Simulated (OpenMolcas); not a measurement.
# W4+: ligand-field states by method

W4+ with its 6 nearest fluoride ions at 2.043 Å, on the Y site of Cs2NaYF6 (a = 9.075 Å, distance in the model lattice 2.178 Å). The rest of the host is ab initio model potentials to 7.6 Å, with orthogonalisation functions on the cations behind the ligands, and point charges beyond; the distance is set by hand and nothing relaxes, and no local charge compensation is placed. Ligand basis ANO-RCC-VDZP.
```
W     0.0000    0.0000    0.0000
F     2.0430    0.0000    0.0000
F     0.0000    2.0430    0.0000
F    -2.0430    0.0000    0.0000
F     0.0000   -2.0430    0.0000
F     0.0000    0.0000    2.0430
F     0.0000    0.0000   -2.0430
```

```yaml
Program: OpenMolcas 26.06
Basis: ANO-RCC-VTZP [8s7p5d3f2g1h]
Scalar_Hamiltonian: DKH2, point nucleus
Active_space: 2 electrons in 5 orbitals (5d)
State_averaging: 2S+1 = 3 even, 10 roots; 2S+1 = 1 even, 15 roots
Spin-orbit_coupling: RASSI with atomic mean-field integrals over the reference wave functions
```

I. CASSCF
II. SS-CASPT2, IPEA 0.25 Eh, imaginary shift 0.1 Eh (the lowest 17 gerade and 15 ungerade orbitals frozen, chosen by energy and not by shell, so the metal 5p can be frozen and 4f correlated)
III. SS-CASPT2, IPEA 0 Eh, imaginary shift 0.1 Eh (the lowest 17 gerade and 15 ungerade orbitals frozen, chosen by energy and not by shell, so the metal 5p can be frozen and 4f correlated)

Spin-free states (labels of O, the rotations of Oh) in cm-1, each column counted from its own energy of the first state listed:

```csv
State,Degeneracy,I,II,III
3T1,3,0,0,0
1T2,3,9992,7630,7710
1E,2,10040,7790,7750
1A1,1,22985,18200,17610
3T2,3,29596,30070,29890
3T1,3,38360,36790,36370
1T2,3,40474,37880,37470
1T1,3,43088,40450,40020
3A2,1,60593,61430,60880
1E,2,71922,69020,68410
1A1,1,84548,78410,77630
```

From I to II, I's first state of the same spin (3T2) moves from 29596 to 30070 cm-1, by about +470 cm-1.

From I to II, I's first state of another spin (1T2) moves from 9992 to 7630 cm-1, by about -2400 cm-1.

I: A least-squares ligand-field fit to the states below 45000 cm-1, each weighted by its degeneracy and with a free common offset, gives 10Dq = 30955 cm-1, B = 700 cm-1 and C = 2672 cm-1 (C/B = 3.82), with an rms deviation of 106 cm-1. The same method and metal basis give the free ion B = 803 cm-1 (fit to its terms below 60000 cm-1, rms deviation 19 cm-1), so the nephelauxetic ratio is β = 700 / 803 = 0.87; it hangs on how both fits weigh the states, and computed free-ion B values tend to be too large, so β mixes covalency with correlation.

II: A least-squares ligand-field fit to the states below 45000 cm-1, each weighted by its degeneracy and with a free common offset, gives 10Dq = 30947 cm-1, B = 558 cm-1 and C = 1970 cm-1 (C/B = 3.53), with an rms deviation of 229 cm-1. The same method and metal basis give the free ion B = 790 cm-1 (fit to its terms below 60000 cm-1, rms deviation 602 cm-1), so the nephelauxetic ratio is β = 558 / 790 = 0.71; it hangs on how both fits weigh the states, and computed free-ion B values tend to be too large, so β mixes covalency with correlation.

III: A least-squares ligand-field fit to the states below 45000 cm-1, each weighted by its degeneracy and with a free common offset, gives 10Dq = 30626 cm-1, B = 540 cm-1 and C = 1939 cm-1 (C/B = 3.59), with an rms deviation of 239 cm-1. The same method and metal basis give the free ion B = 792 cm-1 (fit to its terms below 60000 cm-1, rms deviation 715 cm-1), so the nephelauxetic ratio is β = 540 / 792 = 0.68; it hangs on how both fits weigh the states, and computed free-ion B values tend to be too large, so β mixes covalency with correlation.

From I to II, 10Dq changes by 0 %, B by -20 % and C by -26 %.

χT at 300 K: I 0.12, II 0.12, III 0.12 cm3 K/mol.

The states above are spin-free; spin-orbit coupling is strong here and shifts and splits them by thousands of cm-1.

Roots that are degenerate in the reference are averaged as groups; the widest CASPT2 spread within a group is 880 cm-1 (the 3-fold group of multiplicity 1 near 40000 cm-1 above the lowest state of its run, III). Shifts and gaps below about the spread of the groups concerned are not significant. Over all roots computed the reference weight is 0.71 to 0.72 in II, 0.71 to 0.72 in III; a low but even weight reflects the number of correlated electrons. An orbital triplet at a regular site is open to Jahn-Teller coupling, which can distort the site and quench the lowest spin-orbit gaps and is left out. The least metal-like active orbital is 78 % on the metal (Löwdin) and no ligand orbital is active, so the numbers are rough. Ligand-to-metal charge-transfer states are missing. With no ligand orbital active B as a rule stays too high, so bands that hang on it stand too high and its fall with covalency is understated. Without dynamic correlation the repulsion within the d shell is too large (B by tens of per cent), so at a given field states of lower spin stand too high (holds for I). With metal d orbitals alone the field can be off either way by tens of per cent (holds for I). With one d shell and no ligand orbital active, 10Dq can be off by a tenth or more (holds for II; III). No measured value stands beside these numbers; the geometry was set by hand and not optimised.
